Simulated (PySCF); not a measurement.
C₆ coefficients of unlike pairs at PW91

Calculated with PySCF 2.14 from the dipole response of each species, C₆(A,B) = (3/π) ∫ α_A(iu) α_B(iu) du, in atomic units, from isotropic polarisabilities. For ions this is the dispersion term alone; charge-induced terms of lower order in 1/R come first.

```csv
species,configuration,basis,relativity,α (bohr³),C₆ (like pair)
Be,[He] 2s2 (1S),dyall-acv3z (15s9p4d2f),spin-free X2C,43.03,257.8
N³⁺,[He] 2s2 (1S),"aug-cc-pVQZ with one added diffuse shell each of s, p, d, f, g type (7s6p5d4f3g)",none,2.109,2.083
Cl²⁺,[Ne] 3s2 3p3 (4S),aug-cc-pV(D+d)Z (5s4p3d),none,5.862,20.91
C²⁺,[He] 2s2 (1S),"aug-cc-pVQZ with one added diffuse shell each of s, p, d, f, g type (7s6p5d4f3g)",none,4.242,6.535
```

(1) Estimate C₆ for N³⁺ with Be.

No spin-orbit coupling is included.

The other pairs:

```json
{"pair": "C²⁺, Be", "C₆": "36.80"}
{"pair": "C²⁺, Cl²⁺", "C₆": "11.38"}
{"pair": "Cl²⁺, Be", "C₆": "57.75"}
{"pair": "C²⁺, N³⁺", "C₆": "3.661"}
{"pair": "Cl²⁺, N³⁺", "C₆": "6.559"}
```

Results:

(1) The integral gives 19.54. The combination rule 2 C_A C_B / (C_A α_B/α_A + C_B α_A/α_B) gives 19.48 and the geometric mean 23.17.
